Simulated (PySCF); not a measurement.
A small calculation by hand: oscillator strength and radiative lifetime

C₄H₆BF, SMILES CB(C#C)CF.

The structure is a stationary point at PBE0-D3(BJ)/def2-SVP. This is a generated structure with no PubChem entry under its InChIKey; it may be hypothetical. The values are those of a single conformer.

PySCF with TDDFT-LC-ωPBE/def2-SVPD puts the first singlet state with f over 0.02 at 5.87 eV (vertical), with the transition dipole (-0.423, 0.542, 0.000) in atomic units.

Problem. Find the oscillator strength, the wavelength and the radiative lifetime that this transition would have in vacuum if emission retraced absorption.

Solution. 
|μ|² = 0.4727 au, so |μ| = 1.75 D. ΔE = 5.87/27.211 = 0.2157 hartree. f = (2/3) ΔE |μ|² = 0.068 (the program prints 0.068).
λ = 1239.84/5.87 = 211 nm; ν = 47345 cm⁻¹.
Einstein's coefficient A = 0.6670 ν² f s⁻¹ (ν in cm⁻¹) = 1.0e8 s⁻¹, so τ = 1/A = 9.8 ns. This state is S2; the lower singlet has f = 0.000. The figure is the radiative limit of this one transition; relaxation, internal conversion, crossing to triplets and a medium change what is measured.
